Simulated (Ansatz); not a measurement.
Reaction (atomization): `FB1OC[SiH]1Cl` → B• + C• + Cl• + F• + 3 H• + O• + Si•

Gas-phase electronic energies from Ansatz, PBE0-D4/def2-TZVP geometries. CCSD(T)/CBS adds triple-zeta CCSD(T) − MP2 to the extrapolated MP2 energy (def2 sets, frozen cores). This one scheme is used for every species, atoms too. DFT in def2-TZVPP. B3LYP here is the variant with VWN-RPA as its local correlation; programs differ in this. Open shells (•) are unrestricted, without spin–orbit coupling. Spin–orbit coupling would lower the free atoms: a little for B, C, Cl, F, O, Si.

| level | ΔE (kJ/mol) | difference from CCSD(T)/CBS |
| --- | --- | --- |
| PBE-D4 | 3700.5 | 107.3 |
| r2SCAN-D4 | 3631.4 | 38.2 |
| PBE0-D4 | 3616.6 | 23.4 |
| B3LYP-D4 | 3579.1 | -14.1 |
| ωB97X-V | 3617.5 | 24.3 |
| ωB97M-V | 3619.3 | 26.1 |
| B2PLYP | 3555.5 | -37.7 |
| PBE | 3678.5 | 85.3 |
| r2SCAN | 3626.1 | 32.9 |
| PBE0 | 3597.9 | 4.7 |
| B3LYP | 3543.4 | -49.8 |
| HF/def2-TZVPP | 2630.5 | -962.7 |
| MP2/def2-TZVPP | 3615.4 | 22.2 |
| SCS-MP2/def2-TZVPP | 3553.0 | -40.2 |
| CCSD/def2-TZVPP | 3424.8 | -168.4 |
| CCSD(T)/def2-TZVPP | 3491.8 | -101.4 |
| HF/def2-QZVPP | 2636.6 | -956.6 |
| MP2/def2-QZVPP | 3675.7 | 82.5 |
| SCS-MP2/def2-QZVPP | 3618.9 | 25.7 |
| HF/CBS(def2) | 2637.5 | -955.7 |
| MP2/CBS(def2) | 3716.7 | 123.5 |
| CCSD/CBS(def2) | 3526.2 | -67.0 |
| CCSD(T)/CBS | 3593.2 | 0 |

Largest T1 diagnostic among the species: 0.014.

The D4 term adds +35.7 kJ/mol with B3LYP and +18.7 kJ/mol with PBE0; it sums over pairs of atoms, weighted by their polarisabilities, and B3LYP, whose exchange is more repulsive, gets the larger term. From PBE to PBE0 (25 % exact exchange), in def2-TZVPP and without D4, ΔE moves by −80.6 kJ/mol: exact exchange takes away binding that semilocal exchange gives to molecules. In def2-TZVPP, CCSD(T) changes the Hartree–Fock value by +861.3 kJ/mol (the triples alone add +67.0 kJ/mol) and MP2 by +984.9 kJ/mol; breaking electron pairs costs correlation energy, which Hartree–Fock lacks.

For atomizations the MP2-based limit and the directly extrapolated one differ by several kJ/mol either way, and by 10 to 25 for some Ge, Se and Sn compounds, so smaller differences from it don't rank the levels.
